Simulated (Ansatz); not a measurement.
Ansatz results at the PBE0-D4/def2-TZVP geometry: HOMO–LUMO gap (PBE0/def2-TZVPP) 4.84 eV; size of the dipole moment (PBE/def2-TZVPP) 1.18 D; HOMO–LUMO gap (B3LYP/def2-TZVPP) 4.48 eV.

Q: Which molecule gave them?
A. `OC1=[CH][InH][NH]1`
B. `[Cl][SnH]1[O][GeH2]1`
C. `OC1(O)CC1F`
D. `F[B]1[AlH][SiH2]1`

A: D. The others give `OC1=[CH][InH][NH]1`: 4.12, 1.78, 3.66; `[Cl][SnH]1[O][GeH2]1`: 4.62, 3.32, 4.18; `OC1(O)CC1F`: 8.77, 1.39, 8.18.

B3LYP here is the variant with VWN-RPA as its local correlation; programs differ in this.
